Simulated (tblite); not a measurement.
C₈H₇O (doublet state).
Atom-mapped SMILES: `[CH2:1]=[C:2]1[C:3]=[CH:4]/[C:5]1=[CH:6]\[C:7]([CH3:8])=[O:9]` (hydrogens: H10, H11 on C1; H12 on C4; H13 on C6; H14, H15, H16 on C8)

Structure optimised with GFN2-xTB, isolated species. This method treats the open shell by occupation alone, without spin polarisation.

Q: Give the optimised bond lengths and angles.

A: 
```tsv
bond	length (Å)	order
C1=C2	1.317	double
C2–C3	1.472	single
C3=C4	1.352	double
C4–C5	1.463	single
C5=C6	1.339	double
C6–C7	1.467	single
C7–C8	1.511	single
C7=O9	1.211	double
C2–C5	1.496	single
C1–H10	1.076	single
C1–H11	1.077	single
C4–H12	1.068	single
C6–H13	1.081	single
C8–H14, C8–H15, C8–H16	1.088	single
```

Bonds in one row agree within 0.01 Å and their mean is given. Orders are formal, as drawn. A selection of angles:
```tsv
angle	degrees
C1–C2–C3	139.0
C1–C2–C5	137.2
C3–C2–C5	83.8
C2–C3–C4	96.1
C3–C4–C5	89.5
C4–C5–C6	135.9
C2–C5–C4	90.5
C2–C5–C6	133.5
C5–C6–C7	122.1
C6–C7–C8	113.7
C6–C7–O9	123.6
C8–C7–O9	122.7
```

Torsions: C1–C2–C3–C4 178° (antiperiplanar); C2–C3–C4–C5 2° (synperiplanar); C3–C4–C5–C6 175° (antiperiplanar); C4–C5–C6–C7 2° (synperiplanar); C5–C6–C7–C8 179° (antiperiplanar); C1–C2–C5–C4 -178° (antiperiplanar). The mirror-image conformer, all signs reversed, is as good.

The C–C distances run from 1.317 Å (C1=C2, drawn double) to 1.511 Å (C7–C8, drawn single), a spread of 0.194 Å. Of the pairs four or more bonds apart, C4···O9 is among the closest relative to their van der Waals radii: 2.98 Å, 93 % of the sum of Bondi's values. C1 (carbon bonded to C and 2 H) is planar (angles 121.7°, 121.3° and 117.0°, sum 360.0°, 0.00 Å off the plane of its three neighbours). The 4-membered ring C2–C3–C4–C5 has internal angles of 83.8° to 96.1° (sum 360°, against 360° for a flat polygon); it is almost planar, 0.01 Å rms from its mean plane, widest ring torsion 2°. C6 (carbon bonded to 2 C and H) is planar (angles 122.1°, 119.7° and 118.2°, sum 360.0°, 0.00 Å off the plane of its three neighbours). C5 (carbon bonded to 3 C) is planar (angles 135.9°, 133.5° and 90.5°, sum 359.9°, 0.02 Å off the plane of its three neighbours). C2 (carbon bonded to 3 C) is planar (angles 139.0°, 137.2° and 83.8°, sum 360.0°, 0.00 Å off the plane of its three neighbours).

Point group: near Cs, missed by 0.12 Å at most; the miss may be what the optimiser left on a soft mode. GFN2-xTB frequencies show an imaginary mode (27i cm⁻¹), so the point is no minimum at that level. 3 starts were optimised and ended at 0.00, 1.30 and 6.86 kcal/mol (GFN2-xTB); the lowest of these is shown.

The run took 0.42 s on one thread, Arm Neoverse V1 (aarch64), on a shared host. These figures are those of the optimisation.

The numbers are calculated, not measured.
